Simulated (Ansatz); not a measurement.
H₃Cl₂GaN (SMILES [NH3]->[Ga+]([Cl])[Cl]), charge +1, singlet, at a GFN2-xTB geometry (such geometries of metal compounds can be far from the true shape); B3LYP/def2-SVP in Ansatz (a program for electronic structure).

Input for Ansatz:
Ansatz 0.2 input:
```yaml
crystal:
  periodic: [false, false, false]
  atoms:
    - {symbol: Ga, position_ang: [0.00064622, 0.02878830, 0.00937560]}
    - {symbol: Cl, position_ang: [1.41128155, 0.96939965, -1.16019226]}
    - {symbol: Cl, position_ang: [-1.44280685, 0.27352527, 1.45798678]}
    - {symbol: N, position_ang: [0.04941118, -2.09223287, -0.50665912]}
    - {symbol: H, position_ang: [-0.47621186, -2.27939540, -1.36850992]}
    - {symbol: H, position_ang: [-0.36177471, -2.67601614, 0.22996377]}
    - {symbol: H, position_ang: [1.00800585, -2.42111962, -0.66799016]}
basis:
  gaussian:
    orbitals: def2-SVP
hamiltonian:
  xc: b3lyp
total_charge: 1
accuracy: high
```

Output, abridged:

```
Functional definition: B3LYP
2006 factors; integrals over basis functions are off by at most 4.7e-9 eV
mean field evaluation 1: about -78935.4787 eV, gradient 7.0e1 eV
mean field evaluation 2: about -78923.9952 eV, gradient 9.7e1 eV
mean field evaluation 4: about -78944.9548 eV, gradient 2.9e0 eV
mean field evaluation 8: about -78945.0762 eV, gradient 3.7e-1 eV
mean field evaluation 16: about -78945.0764 eV, gradient 5.0e-5 eV
mean field -78945.07644457 eV, -2901.1780484432 hartree, gradient 4.9e-8 eV, S^2 0.000000; 0 other end points of the search recorded, 0 dependent functions left out
reference -78945.07648249 eV, -2901.1780498369 hartree; 37, 37 occupied and 60, 60 virtual orbitals, 2006 factors
Total energy: -78945.07648249 eV, -2901.1780498369 hartree
```
